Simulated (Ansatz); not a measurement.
Gas-phase electronic energies from Ansatz, PBE0-D4/def2-TZVP geometries. CCSD(T)/CBS adds triple-zeta CCSD(T) − MP2 to the extrapolated MP2 energy (def2 sets, frozen cores). For Ga outer-core shells are correlated without core-valence functions, which leaves a few kJ/mol of doubt a bond. Scalar relativity is left out up to krypton. One conformer a species, not always the lowest.

Reaction (formal exchange of groups at a Ga–N bond): `CC[N](CC)[Ga]([Cl])[Cl]` + `C=CCCl` → `[Cl][Ga]([Cl])[Cl]` + `C=CCN(CC)CC`

```csv
species,CCSD(T)/CBS(def2) energy (Eh)
`CC[N](CC)[Ga]([Cl])[Cl]`,-3056.56631
`C=CCCl`,-576.92074
`[Cl][Ga]([Cl])[Cl]`,-3303.43734
`C=CCN(CC)CC`,-330.07024
```

Q: Work out ΔE.

A: ΔE = (-3303.43734) + (-330.07024) − (-3056.56631) − (-576.92074) = -0.02053 Eh = -53.9 kJ/mol.

Largest T1 diagnostic among the species: 0.012.

From PBE to PBE0 (25 % exact exchange), in def2-TZVPP and without D4, ΔE moves by −8.0 kJ/mol. Leaving LDA and LC-ωPBE aside and taking each functional with its dispersion term where it has one, the values, not all of them listed here, spread over 20.5 kJ/mol, from B97M-V to BLYP-D4. LDA lies −5.8 kJ/mol from PBE without D4. At CCSD(T), def2-SVP lies −20.8 kJ/mol from the extrapolated value and def2-TZVPP −4.4 kJ/mol.
